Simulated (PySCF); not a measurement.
## MH₅ across group 16

Level: PBE0, basis family def2-TZVP, scalar-relativistic core potentials from Rb on and no relativity for lighter atoms.

Each entry is the lowest minimum that a search over a few typed start shapes (and spin states, where more than one is plausible) found, or that minimum re-optimised at the stated level; isomers with ligand–ligand bonds, or fragments after loss of a ligand pair, can lie lower. Open shells are unrestricted; no spin–orbit coupling; PySCF with density fitting.

```csv
molecule,2S+1,point group,mean bond to the central atom (Å),distinct angles (°),polar-tensor charge of the central atom,atomisation (kJ/mol)
SH₅,?,?,?,?,?,?
SeH₅,2,C4v,1.597,88/90/176,1.44,862
TeH₅,2,C4v,1.769,87/90/173,1.46,838
```

Task: Fill in the row of SH₅.

Result: 2S+1: 2; point group: C4v; mean bond to the central atom (Å): 1.448; distinct angles (°): 89/90/178; polar-tensor charge of the central atom: 1.39; atomisation (kJ/mol): 960.

Left out of the table are members whose search was unfinished or whose lowest solution was spin-contaminated, unstable, very soft or bonded differently.
